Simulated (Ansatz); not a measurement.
Species: H$_{3}$BSO, charge 0, singlet. H3BSO (SMILES OBS).
B3LYP-D3(BJ)/def2-TZVP minimum from Ansatz (a quantum-chemistry and plane-wave program):
```xyz
6

B     -0.5089     0.2173    -0.6021
H     -1.2711    -0.2673    -1.3754
O     -0.3431     1.5606    -0.6302
H      0.2814     1.9183     0.0096
S      0.3253    -0.9469     0.5130
H      1.0745    -0.0711     1.2097
```

Hartree-Fock and MP2 correlation energies in hartree (Ansatz). Open shells are spin-unrestricted; no spin-orbit coupling. Cores are frozen in correlated methods. No relativity.

| basis | X | E(HF) | E(corr, MP2) |
|---|---|---|---|
| cc-pV(T+d)Z | 3 | -498.96147 | -0.52175 |
| cc-pV(Q+d)Z | 4 | -498.97278 | -0.56288 |
| cc-pV(5+d)Z | 5 | -498.97529 | withheld |

Task: Fit E(corr) = E∞ + A/X³ to X = 3 and 4, predict X = 5, and compare with the run.

Result: A = (-0.52175 - (-0.56288))/(1/27 - 1/64) = 1.9209; E∞ = -0.56288 - A/64 = -0.59289; at X = 5, E∞ + A/125 = -0.57753. The run gave -0.57969, 2.16 mEh below the prediction. The same form on X = 4 and 5 gives E∞ = -0.59733, 4.43 mEh below the first estimate.
